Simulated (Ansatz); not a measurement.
Cost and result for the atomization energy of `[CH2]1[SiH2][SiH2][Se][CH2][Zn]1` (14 atoms, 14 bonds).

```xyz
14

C    -0.803    0.560   -1.746
Si   -1.147   -1.027   -0.817
Si    0.476   -1.438    0.879
Se    2.156    0.124    1.040
C     1.134    1.823    1.246
Zn    0.066    1.592   -0.351
H    -1.717    0.982   -2.166
H    -0.082    0.394   -2.551
H    -2.454   -0.917   -0.108
H    -1.209   -2.253   -1.669
H    -0.201   -1.591    2.199
H     1.242   -2.686    0.612
H     0.644    1.835    2.217
H     1.896    2.601    1.215
```

Charge 0, multiplicity 1. For Zn the d shell is correlated and the shells below it are frozen. Correlated methods include outer-core shells of Se, which these sets cover unevenly. Scalar relativity is left out up to krypton. The geometry is a stationary point of PBE0-D4/def2-TZVP. Program: Ansatz. All runs use 2 threads of an AMD EPYC 7R13 on a shared host and a share of an NVIDIA H100 80 GB. Times are those of one run each, without the atoms' runs, and a repeat can differ threefold. Electronic energies, without spin–orbit coupling; frozen cores. CCSD(T)/CBS adds CCSD(T) − MP2 in def2-TZVPP to the MP2 limit, and its time is that of the two runs behind it. T1 = 0.014. With those shells the extrapolation isn't a true limit. HSE06 is the plane-wave form, built on full-range PBE exchange.

CCSD(T)/CBS is a level of theory with its own doubt, some kJ/mol a heavy atom from the limit and from the frozen cores, so smaller differences don't rank the functionals.

```tsv
level	functions	wall time	atomization (kJ/mol)	difference from CCSD(T)/CBS	per bond
BHLYP-D4/def2-TZVPP	370	3.2 s	4345.9	-116.1	-8.3
CAM-B3LYP-D4/def2-TZVPP	370	4.4 s	4437.0	-25.0	-1.8
B2PLYP/def2-TZVPP	370	4.8 s	4368.0	-94.0	-6.7
revPBE-D4/def2-TZVPP	370	4.9 s	4407.3	-54.7	-3.9
BLYP-D4/def2-TZVPP	370	4.9 s	4379.5	-82.5	-5.9
CCSD(T)/def2-SVP	167	6 s	4159.5	-302.5	-21.6
HSE06-D4/def2-TZVPP	370	6 s	4466.9	4.9	0.4
r2SCAN-D4/def2-TZVPP (with forces)	370	7 s	4491.1	29.1	2.1
ωB97X-V/def2-TZVPP	370	7.5 s	4489.0	27.0	1.9
ωB97M-V/def2-TZVPP (with forces)	370	9 s	4449.6	-12.4	-0.9
MP2/def2-QZVPP	683	13 s	4461.2	-0.8	-0.1
CCSD(T)/def2-TZVPP	370	27 s	4340.6	-121.4	-8.7
CCSD(T)/CBS(def2)	–	40 s	4462.0	0.0	0.0
```

From r2SCAN to r2SCAN0 (25 % exact exchange), in def2-TZVPP and without D4, the atomization energy moves by −49.8 kJ/mol: exact exchange takes away binding that semilocal exchange gives to molecules. Leaving LDA and LC-ωPBE aside and taking each functional with its dispersion term where it has one, the values, not all of them listed here, spread over 153.4 kJ/mol, from BHLYP-D4 to PBE-D4. LDA lies +608.7 kJ/mol from PBE without D4, its usual overbinding. At CCSD(T), def2-SVP lies −302.6 kJ/mol from the extrapolated value and def2-TZVPP −121.4 kJ/mol: correlation converges slowly with the basis, and small sets miss more of it in the bonded molecule than in its fragments.
